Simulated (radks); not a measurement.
Results of a calculation; reference values are marked as such.
Correlation energies from several functionals, in hartree. Species: Yb2+ [Xe] 4f14; K+ [Ar]; Sn4+ [Kr] 4d10. Level of theory: non-relativistic Kohn-Sham, exchange-only B88, spin-polarised, spherical densities, point nucleus (a radial shooting solver on a logarithmic mesh with Libxc functionals). Every spin shell is full or empty, so the densities are truly spherical. Functionals are evaluated on that one density, not self-consistently.

| functional | Yb2+ | K+ | Sn4+ |
|---|---|---|---|
| PW92 | -7.0453 | -1.4702 | -4.5796 |
| VWN5 | -7.0750 | -1.4770 | -4.5999 |
| PZ | -7.0486 | -1.4677 | -4.5778 |
| Wigner | -3.6929 | -0.93930 | -2.4907 |
| PBEsol | -4.5925 | -0.83888 | -2.8750 |
| PW91 | -4.3993 | -0.79116 | -2.7540 |
| AM05 | -6.6204 | -1.3371 | -4.2713 |
| OP (B88) | -3.6181 | -0.74837 | -2.3533 |
| revTPSS | -4.1281 | -0.74406 | -2.5742 |
| SCAN | -4.1490 | -0.70907 | -2.5177 |
| r2SCAN | -4.1659 | -0.71603 | -2.5312 |
| B95 | -5.0813 | -0.84871 | -3.1223 |
| Tao-Mo | -3.9964 | -0.66888 | -2.4609 |
